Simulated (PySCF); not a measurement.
**Working out the ionisation energy of Pd**

Pd [Kr] 4d10 (1S) → Pd⁺ [Kr] 4d9 (2D). Computed with PySCF 2.14 in cc-pVDZ-PP with ECP28MDF (4s4p3d1f, 38 functions), with scalar relativity through the core potential. Frozen: 4s2 4p6. Energies in hartree (1 hartree = 27.21139 eV):

```json
{"part": "UHF", "Pd (lower)": "-126.607155", "Pd⁺ (upper)": "-126.376248"}
{"part": "MP2 opposite-spin", "Pd (lower)": "-0.174783", "Pd⁺ (upper)": "-0.132295"}
{"part": "MP2 same-spin", "Pd (lower)": "-0.099138", "Pd⁺ (upper)": "-0.076085"}
```

Q: What does Hartree-Fock give?

A: (-126.376248) − (-126.607155) = 0.230907 hartree = 6.283 eV.

Q: What do MP2 and SCS-MP2 (6/5 opposite-spin, 1/3 same-spin) give?

A: The opposite-spin parts differ by 1.156 eV and the same-spin parts by 0.627 eV. MP2: 6.283 + (1.156) + (0.627) = 8.066 eV. SCS-MP2: 6.283 + 1.2 × (1.156) + (0.627)/3 = 7.879 eV.

Measured between the centres of the two terms (NIST): 8.512 eV, so MP2 (valence) is off by -0.446 eV.

A double-zeta basis recovers only part of the correlation energy.

What remains against the reference includes basis incompleteness, the frozen core and correlation beyond second order.
